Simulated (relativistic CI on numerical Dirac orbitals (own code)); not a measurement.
# How well does a small relativistic CI reproduce Ar?

Method of calculation: Dirac-Coulomb-Breit CI, separate exchange-only KLI orbitals for each configuration, QED by a radiative potential, valence Slater integrals scaled by 0.85, configuration energies shifted to the measured levels that pair with them (semi-empirical) (own radial code, finite nucleus).

CI space (outside the closed core [Ne]): 3s2.3p6, 3s2.3p5.4s, 3s2.3p5.4p, 3s2.3p5.3d, 3s2.3p5.5s, 3s2.3p4.3d2, 3s2.3p5.5p, 3s2.3p5.4d, 3s2.3p5.4f, 3s2.3p5.5d, 3s2.3p5.5f, 3s2.3p5.5g, 3s.3p6.3d, 3s2.3p4.4s2. Levels of other configurations are missing.

| Configuration | Term (tabulated) | J | Measured (cm⁻¹) | Computed | Error | Purity (%) |
| --- | --- | --- | --- | --- | --- | --- |
| 3s2.3p6 | 1S | 0 | 0.0 | 0 | 0 | 99 |
| 3s2.3p5.4s | 2[3/2]° | 2 | 93143.8 | 93145 | 1 | 100 |
| 3s2.3p5.4s | 2[3/2]° | 1 | 93750.6 | 93750 | -1 | 78 |
| 3s2.3p5.4s | 2[1/2]° | 0 | 94553.7 | 94583 | 29 | 100 |
| 3s2.3p5.4s | 2[1/2]° | 1 | 95399.8 | 95389 | -11 | 78 |
| 3s2.3p5.4p | 2[1/2] | 1 | 104102.1 | 104451 | 349 | 94 |
| 3s2.3p5.4p | 2[5/2] | 3 | 105462.8 | 105489 | 26 | 100 |
| 3s2.3p5.4p | 2[5/2] | 2 | 105617.3 | 105635 | 18 | 60 |
| 3s2.3p5.4p | 2[3/2] | 1 | 106087.3 | 106075 | -12 | 45 |
| 3s2.3p5.4p | 2[3/2] | 2 | 106237.6 | 106164 | -73 | 62 |
| 3s2.3p5.4p | 2[1/2] | 0 | 107054.3 | 106993 | -62 | 87 |
| 3s2.3p5.4p | 2[3/2] | 1 | 107131.7 | 107144 | 12 | 54 |
| 3s2.3p5.4p | 2[3/2] | 2 | 107289.7 | 107265 | -25 | 36 |
| 3s2.3p5.4p | 2[1/2] | 1 | 107496.4 | 107445 | -51 | 60 |
| 3s2.3p5.4p | 2[1/2] | 0 | 108722.6 | 108915 | 193 | 83 |
| 3s2.3p5.3d | 2[1/2]° | 0 | 111667.8 | 112346 | 679 | 97 |
| 3s2.3p5.3d | 2[1/2]° | 1 | 111818.0 | 112473 | 655 | 92 |
| 3s2.3p5.3d | 2[3/2]° | 2 | 112138.9 | 112717 | 578 | 77 |
| 3s2.3p5.3d | 2[7/2]° | 4 | 112750.2 | 112894 | 144 | 100 |
| 3s2.3p5.3d | 2[7/2]° | 3 | 113020.4 | 113122 | 102 | 73 |
| 3s2.3p5.3d | 2[5/2]° | 2 | 113426.0 | 113438 | 12 | 50 |
| 3s2.3p5.5s | 2[3/2]° | 2 | 113468.5 | 113434 | -35 | 89 |
| 3s2.3p5.5s | 2[3/2]° | 1 | 113643.3 | 113663 | 20 | 52 |
| 3s2.3p5.3d | 2[5/2]° | 3 | 113716.6 | 113608 | -108 | 57 |
| 3s2.3p5.3d | 2[3/2]° | 1 | 114147.7 | 114043 | -105 | 60 |
| 3s2.3p5.3d | 2[5/2]° | 2 | 114641.0 | 114629 | -12 | 49 |
| 3s2.3p5.3d | 2[3/2]° | 2 | 114805.1 | 114742 | -63 | 49 |
| 3s2.3p5.3d | 2[5/2]° | 3 | 114821.9 | 114781 | -41 | 38 |
| 3s2.3p5.5s | 2[1/2]° | 0 | 114861.6 | 114842 | -20 | 99 |
| 3s2.3p5.5s | 2[1/2]° | 1 | 114975.0 | 115011 | 36 | 51 |
| 3s2.3p5.3d | 2[3/2]° | 1 | 115366.9 | 115291 | -76 | 50 |

Measured levels from NIST Handbook of Basic Atomic Spectroscopic Data (Sansonetti and Martin, J. Phys. Chem. Ref. Data 34, 1559 (2005)); pairs were made by configuration, J and term (by order where the table uses no LS term), so strongly mixed levels may be paired wrongly.

Mean error by configuration (cm⁻¹): 3s2.3p5.4s 5; 3s2.3p5.4p 37; 3s2.3p5.3d 147; 3s2.3p5.5s 0. Over the excited levels the mean absolute error is 118 cm⁻¹ (30 of the 30 excited levels that our extract of the source holds in range could be paired), and the median relative error of those above 1,000 cm⁻¹ is 0.034 %, both after the shifts were fitted to these levels, so that a configuration with one level shows no error.

Transition probabilities of persistent lines. The last column rescales the computed rate by the cube of measured over computed energy:

```csv
λ measured (Å),Lower,Upper,A tabulated (s⁻¹),A computed,A rescaled
866.80 vacuum,3s2.3p6 1S_0,3s2.3p5.3d 2[3/2]°_1,3.14e+08,1.41e+08,1.42e+08
869.75 vacuum,3s2.3p6 1S_0,3s2.3p5.5s 2[1/2]°_1,3.50e+07,1.06e+08,1.05e+08
876.06 vacuum,3s2.3p6 1S_0,3s2.3p5.3d 2[3/2]°_1,2.69e+08,1.09e+08,1.10e+08
879.95 vacuum,3s2.3p6 1S_0,3s2.3p5.5s 2[3/2]°_1,7.70e+07,1.49e+08,1.49e+08
1048.22 vacuum,3s2.3p6 1S_0,3s2.3p5.4s 2[1/2]°_1,5.32e+08,5.28e+08,5.28e+08
1066.66 vacuum,3s2.3p6 1S_0,3s2.3p5.4s 2[3/2]°_1,1.32e+08,1.43e+08,1.43e+08
6965.43 air,3s2.3p5.4s 2[3/2]°_2,3s2.3p5.4p 2[1/2]_1,6.70e+06,5.57e+06,5.63e+06
7067.22 air,3s2.3p5.4s 2[3/2]°_2,3s2.3p5.4p 2[3/2]_2,3.95e+06,2.79e+06,2.81e+06
7503.87 air,3s2.3p5.4s 2[1/2]°_1,3s2.3p5.4p 2[1/2]_0,4.72e+07,5.77e+07,5.51e+07
7635.11 air,3s2.3p5.4s 2[3/2]°_2,3s2.3p5.4p 2[3/2]_2,2.74e+07,3.10e+07,3.16e+07
7948.18 air,3s2.3p5.4s 2[1/2]°_0,3s2.3p5.4p 2[3/2]_1,1.96e+07,2.68e+07,2.69e+07
8006.16 air,3s2.3p5.4s 2[3/2]°_1,3s2.3p5.4p 2[3/2]_2,4.90e+06,6.03e+06,6.14e+06
8014.79 air,3s2.3p5.4s 2[3/2]°_2,3s2.3p5.4p 2[5/2]_2,9.28e+06,1.13e+07,1.13e+07
8103.69 air,3s2.3p5.4s 2[3/2]°_1,3s2.3p5.4p 2[3/2]_1,2.50e+07,3.10e+07,3.11e+07
8115.31 air,3s2.3p5.4s 2[3/2]°_2,3s2.3p5.4p 2[5/2]_3,3.31e+07,4.25e+07,4.23e+07
9122.97 air,3s2.3p5.4s 2[3/2]°_2,3s2.3p5.4p 2[1/2]_1,1.89e+07,2.65e+07,2.41e+07
9657.79 air,3s2.3p5.4s 2[3/2]°_1,3s2.3p5.4p 2[1/2]_1,5.43e+06,7.11e+06,6.44e+06
```

Configurations whose levels could be paired with our table of measured levels were shifted onto them, all but the ground configuration, by the median error of their levels; single terms can still be off by 1,000 to 2,000 cm⁻¹ or more, and rates follow the energies as ν³ (E1, M1) or ν⁵ (E2). The others borrow a shift and can be off by several thousand cm⁻¹ or more. The fine structure of a lone outer electron comes out too small, for d and f at times inverted, and misplaced configurations move strength between like terms. 30 of the 30 excited levels that our extract of the measured tables holds in this range could be paired (the sources list more); they are missed by 118 cm⁻¹ on average and 679 at most, after the shifts were fitted to these levels, and levels without a partner can miss by more.

Shifts applied (cm⁻¹): 3s2.3p6 0; 3s2.3p5.4s -3612; 3s2.3p5.4p -2531; 3s2.3p5.3d -3148; 3s2.3p5.5s -3124.
